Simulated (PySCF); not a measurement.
## Potential energy of GaCl⁺ along the bond

Set-up: Ga cc-pVTZ-PP with ECP10, Cl cc-pV(T+d)Z; scalar-relativistic core potentials (PySCF 2.14). Energies in eV from Ga⁺ + Cl in their ground configurations at the same level. State: ²Σ⁺ (doublet), unpaired electrons σ ↑.

```tsv
R (Å)	PBE0
1.811	0.0165
1.895	-0.5647
1.980	-0.8626
2.043	-0.9570
2.106	-0.9746
2.169	-0.9391
2.253	-0.8413
2.359	-0.6829
2.485	-0.4930
2.654	-0.2924
```

Put a parabola through the three lowest points of the PBE0 curve and estimate Re, k and ωe (reduced mass 23.2 u; 1 eV/Å² = 0.16022 mdyn/Å; ωe = 1302.8·√(k/μ) cm⁻¹).

Through R = 2.043, 2.106, 2.169 Å the second-order coefficient is 6.69 eV/Å², so Re ≈ 2.095 Å, k ≈ 2.14 mdyn/Å and ωe ≈ 396 cm⁻¹. A polynomial fit of higher order to the unrounded PBE0 energies gives Re = 2.092 Å, k = 2.31 mdyn/Å, ωe = 411 cm⁻¹; anharmonicity and rounding make the difference.

The higher-order fit for each curve: PBE0: Re = 2.092 Å, ωe = 411 cm⁻¹, De = 0.98 eV.

Spin–orbit coupling is left out. For an ion De counts to the pair picked by the measured ionisation energies or electron affinities, which need not be the lowest pair at this level. The state is the lowest determinant that a PBE0 search found; another state may lie lower at other levels.
